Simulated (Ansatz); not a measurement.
NbS4²⁻, that is [NbS4]3- with one electron fewer. Total charge -2; doublet. Geometry B3LYP-D4/def2-SVPD; atoms count from 1.

```
atom   x (Å)   y (Å)   z (Å)
 Nb1  -0.039  -0.083  -0.048
  S2  -0.254   2.197  -0.471
  S3   1.348   0.067   1.813
  S4   0.984  -1.156  -1.770
  S5  -2.039  -1.025   0.476
```

In the def2 sets Nb takes a core potential; there is no spin–orbit coupling. A multiply charged anion in the gas phase is held together partly by the finite basis. Removing one electron lowers the energy by 4.36 eV at PBE0-D4/def2-TZVPD, so it isn't bound. The highest occupied level of the relaxed charge -2 doublet lies above zero (up to 1.76 eV). The electron is either unbound and held by the finite basis, or the level is raised by self-interaction error.

(1) Estimate the Mulliken populations from the PBE0/def2-TZVPD orbitals of Ansatz.

(2) Where does the spin sit?

(3) And the Mayer bond orders between heavy atoms (over 0.3)?

Results:

(1) 
```json
{"atom": "Nb1", "charge (e)": "0.82", "spin (α − β)": "-0.33", "d electrons": "3.10"}
{"atom": "S2", "charge (e)": "-0.62", "spin (α − β)": "0.57", "d electrons": "–"}
{"atom": "S3", "charge (e)": "-0.62", "spin (α − β)": "0.56", "d electrons": "–"}
{"atom": "S4", "charge (e)": "-0.80", "spin (α − β)": "0.10", "d electrons": "–"}
{"atom": "S5", "charge (e)": "-0.80", "spin (α − β)": "0.10", "d electrons": "–"}
```
Mulliken values depend strongly on the basis. With diffuse functions, as here, like atoms can get unlike values, and bond orders can come out too low or too high.

(2) Summed by element: Nb -0.33, S 1.33, of 1 unpaired in all. Largest on single atoms: S2 0.57, S3 0.56, Nb1 -0.33.

(3) Nb1–S2 1.36 (2.33 Å); Nb1–S3 1.36 (2.33 Å); Nb1–S4 1.66 (2.27 Å); Nb1–S5 1.66 (2.27 Å).
